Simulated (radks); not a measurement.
Coulomb parameter of the 5d shell of the iridium ion Ir2+ in the model configuration [Xe] 4f14 5d6 6s1, as a second difference U = [E(n + 0.5) + E(n - 0.5) - 2 E(n)] / (0.5)^2 with all orbitals relaxed. "Bare": the charge of the atom changes with n. "Screened": the 6s shell takes up the change at fixed total charge, which measures U(5d,5d) + U(6s,6s) - 2 U(5d,6s). Calculated with a radial shooting solver on a logarithmic mesh with Libxc functionals: Dirac Kohn-Sham, LDA (Slater exchange, Perdew-Wang correlation), spin-unpolarised, spherical densities, point nucleus; open shells are shared between the two j in proportion to 2j + 1.

| case | configuration | E - E(n) (eV) |
|---|---|---|
| start | [Xe] 4f14 5d6 6s1 | 0.000 |
| bare +0.5 | [Xe] 4f14 5d6.5 6s1 | -12.061 |
| bare -0.5 | [Xe] 4f14 5d5.5 6s1 | 15.107 |
| screened +0.5 | [Xe] 4f14 5d6.5 6s0.5 | -1.838 |
| screened -0.5 | [Xe] 4f14 5d5.5 6s1.5 | 2.136 |

U(bare) = 12.182 eV, U(screened by 6s) = 1.189 eV.
